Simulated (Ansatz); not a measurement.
`C=CBCl` + `C=C=CC` → `C=C=C(C)BCl` + `C=C` at 600 K and 1 bar (formal exchange of groups at a B–C bond).

Program: Ansatz. Geometries: PBE0-D4/def2-TZVP. ΔE: electronic, gas phase. CCSD(T)/CBS adds triple-zeta CCSD(T) − MP2 to the extrapolated MP2 energy (def2 sets, frozen cores). This one scheme is used for every species. One conformer a species, not always the lowest.

```
      species  CCSD(T)/CBS energy (Eh)  H − E (kJ/mol)  S (J/(mol·K))
     `C=CBCl`               -563.09944           192.2          362.4
     `C=C=CC`               -155.75749           268.1          361.1
`C=C=C(C)BCl`               -640.38080           298.9          454.8
        `C=C`                -78.48111           161.6          257.2
```

H − E and S are ideal-gas, rigid-rotor, harmonic terms from PBE0-D4/def2-TZVP, for one conformer and one mirror image of each species. 1 Eh = 2625.50 kJ/mol, R = 8.31446 J/(mol·K).

Q: By hand: ΔE, ΔH, ΔS and ΔG.

A: ΔE = (-640.38080) + (-78.48111) − (-563.09944) − (-155.75749) = -0.00498 Eh = -13.1 kJ/mol. Δ(H − E) = 298.9 + 161.6 − 192.2 − 268.1 = 0.2, so ΔH = -12.9 kJ/mol. ΔS = 454.8 + 257.2 − 362.4 − 361.1 = -11.5 J/(mol·K). ΔG = -12.9 − 600 × (-11.5)/1000 = -6.0 kJ/mol.

Q: By hand: the equilibrium constant, and the temperature at which ΔG would vanish if ΔH and ΔS stayed fixed.

A: log₁₀ K = −ΔG/(RT ln 10) = 0.5. ΔG = 0 at ΔH/ΔS = 1122 K, though so small a ΔS makes that figure unsure.

TΔS isn't small against ΔH here. A doubt of 5 kJ/mol in ΔE shifts log₁₀ K by 0.4 here. Other conformers and mirror images would add mixing entropy, several J/(mol·K) or more a flexible species. These are equilibria of isolated gas molecules and say nothing of rates. Largest T1 diagnostic: 0.012 (customary marks: 0.02 for closed shells, 0.045 for open ones).
